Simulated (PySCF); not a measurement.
Isomers of C3H10FNSi3, one GFN2-xTB conformer each. Single-point energies are computed at PBE0/pcSseg-1 (PySCF, gas phase, no added dispersion term), electronic only.

Problem. Rank them by PBE0/pcSseg-1 energy, lowest first (kcal/mol).
A. `[F:1][SiH2:2][C:3]#[C:4][C@H:5]([SiH3:6])[NH:7][SiH3:8]` with C4–C5–N7–Si8 -81°
B. `[N:1]#[C:2][SiH2:3][CH2:4][C@H:5]([SiH3:6])[SiH2:7][F:8]` with C2–Si3–C4–C5 166°, Si3–C4–C5–Si6 -170°, C4–C5–Si7–F8 -68°

Solution. B (0.0), A (32.4).

As drawn, the lower has a C≡N group, which the higher lacks; the higher has a C≡C bond and an N–H bond, which the lower lacks. GFN2-xTB itself gives, in the same order: 14.0, 0.0. GFN2-xTB puts F[SiH2]C#C[C@H]([SiH3])N[SiH3] lowest instead.

Problem. Which frontier levels, dipoles and rotational constants go with these structures?

Solution. 
```
                        SMILES  HOMO (eV, PBE0/pcSseg-1)  LUMO (eV)  dipole (D)       A, B, C (MHz)
N#C[SiH2]C[C@H]([SiH3])[SiH2]F                     -8.53      -0.59        4.31  1514, 636.7, 468.2
F[SiH2]C#C[C@H]([SiH3])N[SiH3]                     -7.16      -0.70        1.81  1355, 527.5, 411.7
```
